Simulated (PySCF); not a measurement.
Species: C6H15NSi2.
SMILES with atom numbers: `[CH2:1]1[CH2:2][CH:3]([C@@H:4]2[CH2:5][SiH2:6][NH:7][SiH2:8]2)[CH2:9]1`

Probes without a nucleus sit at each ring's centroid and 1 Å off its mean plane on both sides; NICS is minus the shielding there, NICSzz its component along the normal. Level: GIAO CAM-B3LYP/pcSseg-1 (PySCF, non-relativistic, gas phase) on the PBE0-D3(BJ)/def2-SVP geometry, one conformer.

Rings: 1. C1–C2–C3–C9; 2. C4–C5–Si6–N7–Si8.

```
set  NICS(0)  NICS(1), two faces  NICS(1)zz, two faces
  P     -1.7         -1.6 / -1.4             4.4 / 2.9
  Q     -5.3         -2.9 / -3.1           -0.2 / -0.6
```

Q: Which set (ppm) belongs to which ring?

A: P = 1, Q = 2.
- 1 (4-membered carbocycle; formal bonds all single): mean NICS(1)zz 3.7 ppm, deshielded. C1, C2, C3, C9 have four or more neighbours, so the value isn't read as a sign of a π ring current.
- 2 (5-membered ring with N and 2 Si; formal bonds all single): mean NICS(1)zz -0.4 ppm, near zero. C4, C5, Si6, Si8 have four or more neighbours, so the value isn't read as a sign of a π ring current.

Q: How do the rings differ in shape?

A: 
```csv
ring,bond lengths (Å),rms pucker (Å),HOMA,nearest outside atom to a NICS(1) probe (Å)
1,"1.540, 1.544, 1.545, 1.541",0.13,–,hydrogen 1.35
2,"1.542, 1.890, 1.745, 1.744, 1.901",0.17,–,hydrogen 1.53
```

On one thread, Arm Neoverse V1 (aarch64) (shared host), this took 82 s of wall time and 1.4 GiB of memory at its peak. This is the whole shielding run at CAM-B3LYP/pcSseg-1, SCF included.
